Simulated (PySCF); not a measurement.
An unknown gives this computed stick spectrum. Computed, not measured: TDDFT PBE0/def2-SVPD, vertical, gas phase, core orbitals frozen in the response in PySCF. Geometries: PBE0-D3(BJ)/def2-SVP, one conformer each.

| state | λ (nm) | f |
| --- | --- | --- |
| S1 | 233.5 | 0.150 |
| S2 | 202.0 | 0.0023 |
| S3 | 197.9 | 0.075 |
| S4 | 183.3 | 0.020 |
| S5 | 181.1 | 0.0094 |
| S6 | 179.2 | 0.0069 |
| S7 | 174.6 | 0.107 |
| S8 | 167.3 | 0.076 |
| S9 | 166.7 | 0.023 |
| S10 | 163.2 | 0.012 |

**Question.** Which structure fits? All have the formula C7H12BF.
A. `C=C1C[C@@H](B(C)C)[C@H]1F`
B. `C/C(=C\F)[C@@H]1BCCC1`
C. `C=C[C@@H]1BC[C@H](F)[C@@H]1C`
D. `C/C(=C/F)[C@H]1BCCC1`

**Answer.** C. Its S1 lies at 5.31 eV; the nearest of the others has S1 at 5.73 eV. S1 is HOMO→LUMO (85%). Löwdin shares by element: HOMO carbon 67% or more, boron 13% (atoms not listed hold the other 20%); LUMO carbon 48% or more, boron 26% (atoms not listed hold the other 27%). At the same level the other candidates give, for their lowest levels:
- `C/C(=C/F)[C@H]1BCCC1`: 267 nm (f 0.001); 203 nm (f 0.003); 198 nm (f 0.010); 196 nm (f 0.004); 183 nm (f 0.007); T1 4.18 eV; HOMO -6.70, LUMO -0.82 eV
- `C/C(=C\F)[C@@H]1BCCC1`: 271 nm (f 0.002); 205 nm (f 0.003); 200 nm (f 0.010); 198 nm (f 0.004); 186 nm (f 0.018); T1 4.14 eV; HOMO -6.70, LUMO -0.92 eV
- `C=C1C[C@@H](B(C)C)[C@H]1F`: 216 nm (f 0.007); 198 nm (f 0.004); 192 nm (f 0.168); 190 nm (f 0.001); 181 nm (f 0.008); T1 4.08 eV; HOMO -7.37, LUMO -0.56 eV
Triplets come from the Tamm–Dancoff approximation.
